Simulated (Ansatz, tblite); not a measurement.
Cost and result up the ladder for (AgI)2 ring (Ag₂I₂) (4 atoms). The state is a singlet with charge 0. Geometry: PBE0-D4/def2-SVP.

```xyz
4

Ag    1.1647    0.7251   -0.3254
I     0.9311   -0.5429    2.1210
Ag   -1.1642   -0.7263    0.3249
I    -0.9316    0.5441   -2.1205
```

Ansatz on 4 threads of Arm Neoverse N1 on a shared host; xTB runs through tblite on one thread. Times are rough, summed over both states, and most runs start from the orbitals of an earlier one. PBE0-D4/def2-TZVP serves as the yardstick here, not as an exact answer. Differences are given only for rows in sets of like size (and for xTB, whose basis is part of the method), since another set adds its own error. The other state is a doublet.

In the def2 sets Ag, I take a core potential; there is no spin–orbit coupling. The xTB rows come from tblite. Correlated methods freeze 8 core orbitals; core or outer-core shells of Ag, I are correlated, in sets that lack core-valence functions. The rows differ in basis, and correlated rows in double-zeta sets carry the largest basis error. HOMO above LUMO, or a gap near zero within one spin, warns that the state may not be the lowest or that an electron is smeared out.

Correlated methods converge slowly with the basis, most of all in double-zeta sets.

Raw xTB energies of ions are shifted by several eV.

```
            level  functions  wall time  vertical IE (eV)  difference from PBE0-D4/def2-TZVP (eV)                                     remarks
         GFN1-xTB         36    0.013 s             13.52                                    4.70                                           –
         GFN2-xTB         36    0.016 s             13.75                                    4.93                                           –
 PBE-D4/def2-TZVP        180       24 s              8.56                                   -0.26  gap within one spin near zero (+1 doublet)
PBE0-D4/def2-TZVP        180       39 s              8.82                                    0.00                                           –
 CCSD(T)/def2-SVP        114    4.9 min              8.76                                       –                                           –
```
